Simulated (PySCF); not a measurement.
## Calculated data, C2H5AlF, AlF2HO, CH6B2O, B2H6NSi and others

Calculation on a computer-drawn molecule: the log of a Hartree-Fock and frozen-core CCSD(T) single point meant for a local Hartree-Fock minimum, with one planted fault or none, to be diagnosed. Offsets are logged minus clean, where the clean run is the same molecule without the fault. The reference is restricted for singlets and unrestricted otherwise, and also for a bond in bohr or an excited solution. Adding or removing an electron swaps singlet and doublet. The excited solution moves the top pair (singlet) or top alpha electron (doublet) to the lowest empty orbital. Highest occupied and lowest empty are orbital energies over both spins, largest force is the largest gradient component, triples share is (T) over the correlation energy, the T1 limit is 0.02 restricted and 0.045 unrestricted, electrons count all cores, a negative frequency is imaginary (commonest isotopes), and the dipole is about the centre of nuclear charge. Program: PySCF 2.14.0.

Common to all runs: meant charge 0; logged SCF converged yes; logged CC converged yes; logged SCF stable within its kind yes; possible faults no fault, one electron removed, one electron added, multiplicity raised by two, geometry at a saddle point, SCF held on an excited solution, minimal basis STO-3G, one bond length entered in bohr, all coordinates scaled.

(1) C2H5AlF

Logged structure:
```xyz
9
C2H5AlF
C     -1.5479    -3.4146    -0.1239
Al    -0.3685    -1.9293     0.1861
C     -0.7566    -0.0508    -0.1595
F      1.1264    -2.2988     0.8108
H     -2.5548    -3.3173    -0.5292
H     -1.2872    -4.4512     0.0851
H     -1.7595     0.1027    -0.5690
H     -0.0362     0.3724    -0.8686
H     -0.6751     0.5402     0.7596
```

| Item | Value |
| --- | --- |
| meant multiplicity | 2 |
| meant basis | cc-pV(D+d)Z |
| logged electrons | 39 |
| logged basis functions | 90 |
| logged spin squared | 3.7859 |
| logged highest occupied | -4.0619 eV |
| logged lowest empty | -2.2876 eV |
| logged largest force | 0.13273 hartree/bohr |
| logged T1 diagnostic | 0.034768 |
| logged D1 diagnostic | 0.21255 |
| logged triples share | 0.024358 |
| logged dipole magnitude | 6.1625 debye |
| logged energy HF | -419.82541 hartree |
| logged energy CCSD(T) | -420.37631 hartree |
| planted fault | multiplicity raised by two |
| HF energy offset from clean run | 151.5 kcal/mol |
| CCSD(T) energy offset from clean run | 159.5 kcal/mol |

Drawn bonds:
| atom | other atom | order |
| --- | --- | --- |
| 1 | 2 | 1 |
| 2 | 3 | 1 |
| 2 | 4 | 1 |
| 1 | 5 | 1 |
| 1 | 6 | 1 |
| 3 | 7 | 1 |
| 3 | 8 | 1 |
| 3 | 9 | 1 |

(2) AlF2HO

Logged structure:
```xyz
5
AlF2HO
O     -0.1768     0.8118     2.5708
Al    -0.2041     2.5121     2.6309
F      1.0070     3.4478     1.9430
F     -1.4678     3.3009     3.3943
H      0.4744     0.2230     2.1724
```

| Property | Result |
| --- | --- |
| meant multiplicity | 1 |
| meant basis | cc-pV(D+d)Z |
| logged electrons | 40 |
| logged basis functions | 70 |
| logged spin squared | 0 |
| logged highest occupied | -14.262 eV |
| logged lowest empty | 1.9514 eV |
| logged largest force | 0.017059 hartree/bohr |
| logged T1 diagnostic | 0.014322 |
| logged D1 diagnostic | 0.044237 |
| logged triples share | 0.015943 |
| logged dipole magnitude | 2.3632 debye |
| logged energy HF | -516.46365 hartree |
| logged energy CCSD(T) | -517.10696 hartree |
| planted fault | all coordinates scaled, by +2.3 % |
| HF energy offset from clean run | 1.908 kcal/mol |
| CCSD(T) energy offset from clean run | -0.3601 kcal/mol |

Drawn bonds:
| atom | other atom | order |
| --- | --- | --- |
| 1 | 2 | 1 |
| 2 | 3 | 1 |
| 2 | 4 | 1 |
| 1 | 5 | 1 |

(3) CH6B2O

Logged structure:
```xyz
10
CH6B2O
B     -1.4539    -0.0116     0.4060
B      0.0101    -0.9019     0.3541
C      0.9610    -1.0339     1.6228
O      0.3312    -1.4884    -0.8328
H     -2.5002    -0.5239     0.7119
H     -1.4951     1.1668     0.1605
H      1.8176    -1.6999     1.4690
H      0.4058    -1.3963     2.4948
H      1.3522    -0.0472     1.8985
H      1.1452    -1.9704    -0.8166
```

| Property | Result |
| --- | --- |
| meant multiplicity | 1 |
| meant basis | cc-pVDZ |
| logged electrons | 30 |
| logged basis functions | 26 |
| logged spin squared | 0 |
| logged highest occupied | -9.2415 eV |
| logged lowest empty | 6.9697 eV |
| logged largest force | 0.052393 hartree/bohr |
| logged T1 diagnostic | 0.016293 |
| logged D1 diagnostic | 0.073683 |
| logged triples share | 0.019518 |
| logged dipole magnitude | 1.5361 debye |
| logged energy HF | -163.50727 hartree |
| logged energy CCSD(T) | -163.72163 hartree |
| planted fault | minimal basis STO-3G |
| HF energy offset from clean run | 1330 kcal/mol |
| CCSD(T) energy offset from clean run | 1544 kcal/mol |

Drawn bonds:
| atom | other atom | order |
| --- | --- | --- |
| 1 | 2 | 1 |
| 2 | 3 | 1 |
| 2 | 4 | 1 |
| 1 | 5 | 1 |
| 1 | 6 | 1 |
| 3 | 7 | 1 |
| 3 | 8 | 1 |
| 3 | 9 | 1 |
| 4 | 10 | 1 |

(4) B2H6NSi

Logged structure:
```xyz
10
B2H6NSi
B     -1.5308     0.4481    -0.2203
B     -0.0850    -0.2219    -0.5590
N      0.2028    -0.9813    -1.6409
Si     1.6857    -1.6333    -2.0543
H     -2.3199    -0.0947     0.4191
H     -1.8044     1.5125    -0.5650
H      0.7790    -0.0378     0.1896
H     -0.5008    -1.1228    -2.2781
H      2.4540    -1.8194    -0.8815
H      1.4729    -2.8665    -2.7252
```

| Item | Value |
| --- | --- |
| meant multiplicity | 2 |
| meant basis | cc-pV(D+d)Z |
| logged electrons | 37 |
| logged basis functions | 95 |
| logged spin squared | 0.7534 |
| logged highest occupied | -8.3847 eV |
| logged lowest empty | 1.897 eV |
| logged largest force | 0.036099 hartree/bohr |
| logged T1 diagnostic | 0.014322 |
| logged D1 diagnostic | 0.05334 |
| logged triples share | 0.025866 |
| logged dipole magnitude | 1.1902 debye |
| logged energy HF | -396.21471 hartree |
| logged energy CCSD(T) | -396.69206 hartree |
| planted fault | all coordinates scaled, by -4.4 % |
| HF energy offset from clean run | 11.78 kcal/mol |
| CCSD(T) energy offset from clean run | 15.49 kcal/mol |

Drawn bonds:
| atom | other atom | order |
| --- | --- | --- |
| 1 | 2 | 1 |
| 2 | 3 | 1 |
| 3 | 4 | 1 |
| 1 | 5 | 1 |
| 1 | 6 | 1 |
| 2 | 7 | 1 |
| 3 | 8 | 1 |
| 4 | 9 | 1 |
| 4 | 10 | 1 |

(5) AlB2FH4

Logged structure:
```xyz
8
AlB2FH4
B      0.2550     1.7933     0.8932
B      0.4096     0.1848     1.2815
Al     1.3728    -1.2828     0.0514
F      3.0055    -1.5054     0.2627
H     -0.6848     2.1982     0.2582
H      1.0959     2.5974     1.2017
H     -0.0523    -0.2154     2.3226
H      0.6936    -2.2006    -1.0350
```

| Property | Result |
| --- | --- |
| meant multiplicity | 1 |
| meant basis | cc-pV(D+d)Z |
| logged electrons | 37 |
| logged basis functions | 85 |
| logged spin squared | 0.7616 |
| logged highest occupied | -0.62397 eV |
| logged lowest empty | 6.0757 eV |
| logged largest force | 0.034792 hartree/bohr |
| logged T1 diagnostic | 0.017416 |
| logged D1 diagnostic | 0.054071 |
| logged triples share | 0.023438 |
| logged dipole magnitude | 3.6934 debye |
| logged energy HF | -393.05998 hartree |
| logged energy CCSD(T) | -393.54514 hartree |
| planted fault | one electron added |
| HF energy offset from clean run | 9.24 kcal/mol |
| CCSD(T) energy offset from clean run | -5.03 kcal/mol |

Drawn bonds:
| atom | other atom | order |
| --- | --- | --- |
| 1 | 2 | 1 |
| 2 | 3 | 1 |
| 3 | 4 | 1 |
| 1 | 5 | 1 |
| 1 | 6 | 1 |
| 2 | 7 | 1 |
| 3 | 8 | 1 |

(6) ClFSi

Logged structure:
```xyz
3
ClFSi
F      0.9557     0.1808    -2.0827
Si     2.0741     1.3465    -2.1121
Cl     1.2934     2.6282    -0.6573
```

| Property | Result |
| --- | --- |
| meant multiplicity | 1 |
| meant basis | cc-pV(D+d)Z |
| logged electrons | 41 |
| logged basis functions | 60 |
| logged spin squared | 0.7803 |
| logged highest occupied | -0.62776 eV |
| logged lowest empty | 8.6132 eV |
| logged largest force | 0.052566 hartree/bohr |
| logged T1 diagnostic | 0.014513 |
| logged D1 diagnostic | 0.048449 |
| logged triples share | 0.019019 |
| logged dipole magnitude | 1.6252 debye |
| logged energy HF | -847.95833 hartree |
| logged energy CCSD(T) | -848.38941 hartree |
| planted fault | one electron added |
| HF energy offset from clean run | 0.3895 kcal/mol |
| CCSD(T) energy offset from clean run | 4.05 kcal/mol |

Drawn bonds:
| atom | other atom | order |
| --- | --- | --- |
| 1 | 2 | 1 |
| 2 | 3 | 1 |

(7) Al2BH5N

Logged structure:
```xyz
9
Al2BH5N
Al    -2.4543    -1.5975     0.0373
N     -1.5532    -1.0172     1.5039
B     -1.1686     0.3202     1.7563
Al    -0.0881     0.9072     3.5523
H     -2.7616    -3.1612     0.0050
H     -1.2978    -1.6902     2.2067
H     -1.4796     1.1270     0.9049
H      0.3012    -0.1863     4.6475
H      0.3587     2.4008     3.8655
```

| Quantity | Value |
| --- | --- |
| meant multiplicity | 2 |
| meant basis | cc-pV(D+d)Z |
| logged electrons | 42 |
| logged basis functions | 99 |
| logged spin squared | 0 |
| logged highest occupied | -13.35 eV |
| logged lowest empty | -7.0796 eV |
| logged largest force | 0.058123 hartree/bohr |
| logged T1 diagnostic | 0.01731 |
| logged D1 diagnostic | 0.047754 |
| logged triples share | 0.028539 |
| logged dipole magnitude | 11.901 debye |
| logged energy HF | -565.60155 hartree |
| logged energy CCSD(T) | -566.02167 hartree |
| planted fault | one electron removed |
| HF energy offset from clean run | 179.6 kcal/mol |
| CCSD(T) energy offset from clean run | 182.1 kcal/mol |

Drawn bonds:
| atom | other atom | order |
| --- | --- | --- |
| 1 | 2 | 1 |
| 2 | 3 | 1 |
| 3 | 4 | 1 |
| 1 | 5 | 1 |
| 2 | 6 | 1 |
| 3 | 7 | 1 |
| 4 | 8 | 1 |
| 4 | 9 | 1 |

(8) B2H5NO

Logged structure:
```xyz
9
B2H5NO
B     -1.3676    -0.2782    -1.3392
O     -0.0299    -0.1042    -1.3021
B      0.9185    -1.0212    -0.8796
N      2.2590    -0.6524    -0.9165
H     -2.0418     0.6324    -1.7379
H     -1.8645    -1.3151    -0.9829
H      0.5929    -2.1090    -0.4905
H      2.5585     0.2460    -1.2356
H      2.9950    -1.2597    -0.6285
```

| Item | Value |
| --- | --- |
| meant multiplicity | 1 |
| meant basis | cc-pVDZ |
| logged electrons | 29 |
| logged basis functions | 81 |
| logged spin squared | 0.7597 |
| logged highest occupied | -16.602 eV |
| logged lowest empty | -7.6138 eV |
| logged largest force | 0.15357 hartree/bohr |
| logged T1 diagnostic | 0.023793 |
| logged D1 diagnostic | 0.13975 |
| logged triples share | 0.024053 |
| logged dipole magnitude | 7.3492 debye |
| logged energy HF | -181.38641 hartree |
| logged energy CCSD(T) | -181.9141 hartree |

Drawn bonds:
| atom | other atom | order |
| --- | --- | --- |
| 1 | 2 | 1 |
| 2 | 3 | 1 |
| 3 | 4 | 1 |
| 1 | 5 | 1 |
| 1 | 6 | 1 |
| 3 | 7 | 1 |
| 4 | 8 | 1 |
| 4 | 9 | 1 |

(9) C2H8AlB

Logged structure:
```xyz
12
C2H8AlB
B     -0.6080     1.6109     2.7952
Al     0.1821     1.2752     0.8177
C      2.0777     0.7798     0.5561
C     -0.9710     1.4571    -0.7774
H     -1.0738     0.7308     3.4776
H     -0.6253     2.6967     3.3223
H      2.7252     1.0589     1.3939
H      2.1634    -0.3097     0.4390
H      2.4965     1.2221    -0.3552
H     -0.7158     0.7281    -1.5551
H     -2.0400     1.3589    -0.5615
H     -0.8284     2.4505    -1.2256
```

| Item | Value |
| --- | --- |
| meant multiplicity | 1 |
| meant basis | cc-pV(D+d)Z |
| logged electrons | 38 |
| logged basis functions | 105 |
| logged spin squared | 2.0136 |
| logged highest occupied | -7.3184 eV |
| logged lowest empty | -0.22979 eV |
| logged largest force | 0.04469 hartree/bohr |
| logged T1 diagnostic | 0.013971 |
| logged D1 diagnostic | 0.068948 |
| logged triples share | 0.026852 |
| logged dipole magnitude | 3.0386 debye |
| logged energy HF | -346.88361 hartree |
| logged energy CCSD(T) | -347.38921 hartree |

Drawn bonds:
| atom | other atom | order |
| --- | --- | --- |
| 1 | 2 | 1 |
| 2 | 3 | 1 |
| 2 | 4 | 1 |
| 1 | 5 | 1 |
| 1 | 6 | 1 |
| 3 | 7 | 1 |
| 3 | 8 | 1 |
| 3 | 9 | 1 |
| 4 | 10 | 1 |
| 4 | 11 | 1 |
| 4 | 12 | 1 |

(10) AlB2H5

Logged structure:
```xyz
8
AlB2H5
B     -0.9548     0.4209    -1.3656
B     -1.6966    -0.1949    -0.0133
Al    -1.0611     0.1410     2.0146
H     -0.0597    -0.1679    -1.9166
H     -1.2580     1.4964    -1.8162
H     -2.6750    -0.8916    -0.1503
H     -1.6267     1.3642     2.8515
H     -0.0366    -0.8445     2.7187
```

| Item | Value |
| --- | --- |
| meant multiplicity | 1 |
| meant basis | cc-pV(D+d)Z |
| logged electrons | 28 |
| logged basis functions | 24 |
| logged spin squared | 0 |
| logged highest occupied | -7.4755 eV |
| logged lowest empty | 7.0655 eV |
| logged largest force | 0.034916 hartree/bohr |
| logged T1 diagnostic | 0.011339 |
| logged D1 diagnostic | 0.02965 |
| logged triples share | 0.012226 |
| logged dipole magnitude | 0.51799 debye |
| logged energy HF | -290.58681 hartree |
| logged energy CCSD(T) | -290.72548 hartree |

Drawn bonds:
| atom | other atom | order |
| --- | --- | --- |
| 1 | 2 | 1 |
| 2 | 3 | 1 |
| 1 | 4 | 1 |
| 1 | 5 | 1 |
| 2 | 6 | 1 |
| 3 | 7 | 1 |
| 3 | 8 | 1 |

Q: B2H5NO (entry 8): planted fault?
A: one electron removed

Q: Give the missing planted fault for C2H8AlB (entry 9).
A: multiplicity raised by two

Q: Which fault was planted in the run of AlB2H5 (entry 10)?
A: minimal basis STO-3G

Further results for B2H5NO (entry 8):

| Property | Result |
| --- | --- |
| HF energy offset from clean run | 215.7 kcal/mol |
| CCSD(T) energy offset from clean run | 244 kcal/mol |

Further results for C2H8AlB (entry 9):

| Quantity | Value |
| --- | --- |
| HF energy offset from clean run | 52.65 kcal/mol |
| CCSD(T) energy offset from clean run | 59.07 kcal/mol |

Further results for AlB2H5 (entry 10):

| Quantity | Value |
| --- | --- |
| HF energy offset from clean run | 2220 kcal/mol |
| CCSD(T) energy offset from clean run | 2313 kcal/mol |
